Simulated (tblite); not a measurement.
C₆H₁₂BNSi.
Numbering: `[BH2:1][SiH2:2][N:3]1[CH2:4][CH2:5][CH2:6][C@H:7]1[C:8]#[CH:9]` (hydrogens: H10, H11 on B1; H12, H13 on Si2; H14, H15 on C4; H16, H17 on C5; H18, H19 on C6; H20 on C7; H21 on C9)

Computed with GFN2-xTB (tblite), gas phase: L-BFGS steps from a force-field or distance-geometry start until the largest atomic force falls under 0.01 eV/Å.

Step 137: E = -674.7802 eV
```
atom  x, y, z in Å  |  force x, y, z in eV/Å
B1      1.4082    1.9367    0.8018    0.023   0.042   0.043
Si2     1.7576    0.0224    0.3245   -0.028   0.008  -0.022
N3      0.4778   -0.3734   -0.7868   -0.009   0.012  -0.008
C4      0.0170   -1.7119   -1.0346   -0.007   0.008   0.015
C5     -1.0830   -1.9422    0.0176   -0.006  -0.024   0.005
C6     -1.6614   -0.5363    0.2604   -0.013  -0.065  -0.005
C7     -0.7170    0.4007   -0.5424   -0.015  -0.048  -0.015
C8     -0.3474    1.6211    0.1523    0.043  -0.046  -0.010
C9     -0.1889    2.7364    0.6583   -0.064  -0.041   0.001
H10     2.0773    2.6442    0.1239    0.006   0.008   0.017
H11     1.5593    2.0451    1.9746    0.007  -0.006  -0.021
H12     2.9604   -0.3740   -0.4242    0.043   0.050  -0.026
H13     1.7781   -0.9099    1.4796   -0.009   0.005   0.051
H14     0.8383   -2.4209   -0.9649   -0.004   0.003   0.018
H15    -0.4143   -1.7580   -2.0432    0.002  -0.061  -0.014
H16    -1.8353   -2.6455   -0.3359   -0.019   0.010   0.016
H17    -0.6449   -2.3386    0.9344    0.020   0.023  -0.059
H18    -2.6873   -0.4610   -0.0970   -0.011   0.065   0.021
H19    -1.6401   -0.2771    1.3190   -0.012   0.002  -0.019
H20    -1.1941    0.6627   -1.5026   -0.003   0.020   0.003
H21    -0.4696    3.6969    0.9940    0.057   0.034   0.009
```

Step 138: E = -674.7817 eV
```
atom  x, y, z in Å  |  force x, y, z in eV/Å
B1      1.4080    1.9388    0.8083    0.036   0.038   0.023
Si2     1.7617    0.0281    0.3183    0.018  -0.020  -0.028
N3      0.4770   -0.3762   -0.7834   -0.010   0.008  -0.015
C4      0.0179   -1.7163   -1.0288    0.002   0.010  -0.002
C5     -1.0899   -1.9434    0.0166    0.002  -0.024  -0.019
C6     -1.6632   -0.5365    0.2606   -0.030  -0.058   0.006
C7     -0.7169    0.3991   -0.5412   -0.036  -0.046   0.013
C8     -0.3486    1.6204    0.1535    0.053  -0.070  -0.041
C9     -0.1886    2.7373    0.6552   -0.050   0.002   0.023
H10     2.0821    2.6487    0.1355   -0.022  -0.003   0.033
H11     1.5560    2.0412    1.9826   -0.003  -0.003  -0.033
H12     2.9619   -0.3596   -0.4448    0.009   0.064   0.001
H13     1.7990   -0.9088    1.4698   -0.010   0.010   0.044
H14     0.8391   -2.4254   -0.9478   -0.019   0.023   0.008
H15    -0.4034   -1.7669   -2.0426    0.007  -0.062   0.028
H16    -1.8453   -2.6388   -0.3445   -0.018  -0.007   0.011
H17    -0.6605   -2.3473    0.9339    0.025   0.026  -0.051
H18    -2.6879   -0.4583   -0.0985   -0.025   0.067   0.020
H19    -1.6446   -0.2790    1.3194    0.000   0.008  -0.011
H20    -1.1967    0.6591   -1.5002    0.014   0.031  -0.011
H21    -0.4661    3.7008    0.9871    0.055   0.008   0.003
```

Step 139: E = -674.7832 eV
```
atom  x, y, z in Å  |  force x, y, z in eV/Å
B1      1.4126    1.9457    0.8047    0.028   0.014  -0.009
Si2     1.7644    0.0349    0.3146    0.025  -0.017  -0.028
N3      0.4761   -0.3790   -0.7788   -0.013  -0.003  -0.016
C4      0.0202   -1.7207   -1.0240    0.002  -0.002  -0.020
C5     -1.0990   -1.9473    0.0105    0.005  -0.023  -0.032
C6     -1.6661   -0.5396    0.2599   -0.041  -0.028   0.013
C7     -0.7174    0.3963   -0.5374   -0.038  -0.026   0.029
C8     -0.3490    1.6171    0.1601    0.048  -0.083  -0.059
C9     -0.1877    2.7338    0.6616   -0.040   0.031   0.032
H10     2.0789    2.6570    0.1267   -0.017   0.003   0.020
H11     1.5701    2.0494    1.9761   -0.007  -0.004  -0.005
H12     2.9637   -0.3517   -0.4501    0.008   0.061   0.000
H13     1.8068   -0.8935    1.4713   -0.007  -0.011   0.054
H14     0.8409   -2.4299   -0.9291   -0.029   0.043  -0.002
H15    -0.3879   -1.7778   -2.0442    0.013  -0.053   0.066
H16    -1.8586   -2.6323   -0.3625    0.004  -0.017   0.012
H17    -0.6804   -2.3616    0.9281    0.018   0.025  -0.050
H18    -2.6899   -0.4540   -0.0996   -0.036   0.056   0.018
H19    -1.6492   -0.2862    1.3194    0.011   0.007   0.002
H20    -1.1984    0.6583   -1.4955    0.029   0.036  -0.019
H21    -0.4590    3.6984    0.9971    0.038  -0.010  -0.005
```

Step 140: E = -674.7846 eV
```
atom  x, y, z in Å  |  force x, y, z in eV/Å
B1      1.4137    1.9496    0.8071    0.025  -0.013  -0.034
Si2     1.7663    0.0388    0.3107    0.060  -0.042  -0.007
N3      0.4748   -0.3816   -0.7771   -0.004  -0.024  -0.007
C4      0.0206   -1.7244   -1.0204   -0.001  -0.012  -0.019
C5     -1.1057   -1.9495    0.0076    0.003   0.000  -0.040
C6     -1.6687   -0.5413    0.2597   -0.038   0.008   0.009
C7     -0.7188    0.3936   -0.5367   -0.018  -0.001   0.028
C8     -0.3477    1.6149    0.1601    0.043  -0.044  -0.035
C9     -0.1884    2.7315    0.6636   -0.029   0.048   0.030
H10     2.0804    2.6617    0.1288   -0.033  -0.006   0.032
H11     1.5736    2.0487    1.9787   -0.015   0.000  -0.011
H12     2.9692   -0.3344   -0.4601   -0.036   0.060   0.024
H13     1.8190   -0.8916    1.4698   -0.008   0.020   0.003
H14     0.8403   -2.4333   -0.9159   -0.023   0.044  -0.006
H15    -0.3798   -1.7882   -2.0435    0.013  -0.039   0.071
H16    -1.8680   -2.6280   -0.3712    0.011  -0.032   0.007
H17    -0.6932   -2.3681    0.9253    0.018   0.013  -0.035
H18    -2.6921   -0.4487   -0.0988   -0.042   0.039   0.017
H19    -1.6504   -0.2880    1.3191    0.014   0.002   0.013
H20    -1.1987    0.6561   -1.4952    0.028   0.037  -0.018
H21    -0.4554    3.6993    0.9973    0.033  -0.059  -0.021
```

Problem. Estimate the geometry and energy of step 141. (The exact step hangs on the optimiser's Hessian estimate; all steps are aligned on step 140, rigid shifts and turns removed.)

Solution. E = -674.7859 eV, largest force 0.057 eV/Å
```
atom  x, y, z in Å  |  force x, y, z in eV/Å
B1      1.4164    1.9529    0.8037    0.013  -0.027  -0.031
Si2     1.7676    0.0409    0.3087    0.036  -0.025   0.009
N3      0.4735   -0.3839   -0.7757    0.008  -0.031   0.002
C4      0.0212   -1.7274   -1.0187   -0.017  -0.016  -0.004
C5     -1.1106   -1.9520    0.0034   -0.021   0.012  -0.021
C6     -1.6718   -0.5433    0.2594   -0.020   0.038   0.000
C7     -0.7207    0.3915   -0.5355    0.022   0.022   0.010
C8     -0.3453    1.6126    0.1606    0.027  -0.014  -0.002
C9     -0.1879    2.7279    0.6684   -0.019   0.015   0.005
H10     2.0789    2.6662    0.1230   -0.031  -0.008   0.030
H11     1.5791    2.0525    1.9751   -0.010  -0.005  -0.017
H12     2.9748   -0.3210   -0.4592   -0.037   0.040   0.015
H13     1.8208   -0.8847    1.4724   -0.004   0.019  -0.015
H14     0.8399   -2.4360   -0.9079   -0.010   0.039  -0.003
H15    -0.3743   -1.7967   -2.0424    0.010  -0.022   0.042
H16    -1.8749   -2.6265   -0.3791    0.025  -0.030   0.002
H17    -0.7027   -2.3742    0.9212    0.016   0.008  -0.024
H18    -2.6956   -0.4441   -0.0973   -0.030   0.019   0.021
H19    -1.6499   -0.2908    1.3189    0.009  -0.008   0.012
H20    -1.1975    0.6573   -1.4948    0.020   0.023  -0.012
H21    -0.4499    3.6959    1.0045    0.012  -0.049  -0.020
```

The energy changes by -0.0013 eV. The first-order estimate −F·Δx gives -0.0019 eV and the mean of the old and new forces, exact on a quadratic surface, -0.0013 eV. The step makes an angle of 76° with the force vector and moves no atom by more than 0.015 Å.

The cost below is that of the whole relaxation. Hardware: Arm Neoverse N1, one thread, on a shared host. Cost: 2.8 s.
